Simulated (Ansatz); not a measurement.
Program: Ansatz. Geometries: PBE0-D4/def2-TZVP. ΔE: electronic, gas phase. CCSD(T)/CBS is the MP2 limit (def2-TZVPP, def2-QZVPP) plus CCSD(T) − MP2 in def2-TZVPP, frozen cores. This one scheme is used for every species. DFT in def2-TZVPP. Open shells (•) are unrestricted, without spin–orbit coupling. Elements past krypton have def2 core potentials. For Sn outer-core shells are correlated without core-valence functions, which leaves a few kJ/mol of doubt a bond. Each species was taken in one conformer, which may not be the lowest.

Reaction (homolysis of the O–Si bond): `[F][SnH]([Cl])[O][SiH3]` → `[O][SnH]([F])[Cl]`• + `[SiH3]`•

```
         level  ΔE (eV)
        r2SCAN     5.40
MP2/def2-QZVPP     6.22
```

(1) What does CCSD(T)/CBS give? (Estimate.)

Largest T1 diagnostic among the species: 0.015.

## Answers

(1) The calculation gave: +5.89 eV. The listed levels differ from it by -0.49, 0.33 eV.

From BLYP to BHLYP (50 % exact exchange), in def2-TZVPP and without D4, ΔE moves by +0.14 eV. At CCSD(T), def2-SVP lies −0.49 eV from the extrapolated value and def2-TZVPP −0.21 eV: correlation converges slowly with the basis, and small sets miss more of it in the bonded molecule than in its fragments.

CCSD(T)/CBS has its own doubt, a few kJ/mol and more with outer-core shells, so smaller differences from it don't rank the levels.
